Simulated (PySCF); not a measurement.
**C₆ coefficients of unlike pairs at UHF**

Calculated with PySCF 2.14 from the dipole response of each species, C₆(A,B) = (3/π) ∫ α_A(iu) α_B(iu) du, in atomic units, from isotropic polarisabilities. For ions this is the dispersion term alone; charge-induced terms of lower order in 1/R come first.

```csv
species,configuration,basis,relativity,α (bohr³),C₆ (like pair)
Lu+,[Xe] 4f14 6s2 (1S),"x2c-TZVPPall with one added diffuse shell each of s, p, d type (12s8p8d2f2g)",spin-free X2C,70.83,752.0
Mg(2+),[Ne] (1S),"aug-cc-pCVTZ-DK with one added diffuse shell each of s, p, d, f type (9s8p6d4f)",spin-free X2C,0.4190,0.4720
Cd+,[Kr] 4d10 5s1 (2S),"x2c-QZVPPall with one added diffuse shell each of s, p, d, f, g type (14s9p8d5f3g)",spin-free X2C,31.65,187.1
Cu(3+),[Ar] 3d8 (3F),aug-cc-pVQZ-PP with ECP10MDF (7s7p6d4f3g2h),core potential,1.390,3.122
```

(1) Estimate C₆ for Cd+ with Lu+.

No spin-orbit coupling is included.

The other pairs:

```json
{"pair": "Cu(3+), Mg(2+)", "C₆": "1.192"}
{"pair": "Cu(3+), Cd+", "C₆": "18.10"}
{"pair": "Cd+, Mg(2+)", "C₆": "6.142"}
{"pair": "Cu(3+), Lu+", "C₆": "30.67"}
{"pair": "Mg(2+), Lu+", "C₆": "10.07"}
```

## Answers

(1) The integral gives 369.5. The combination rule 2 C_A C_B / (C_A α_B/α_A + C_B α_A/α_B) gives 372.8 and the geometric mean 375.0.
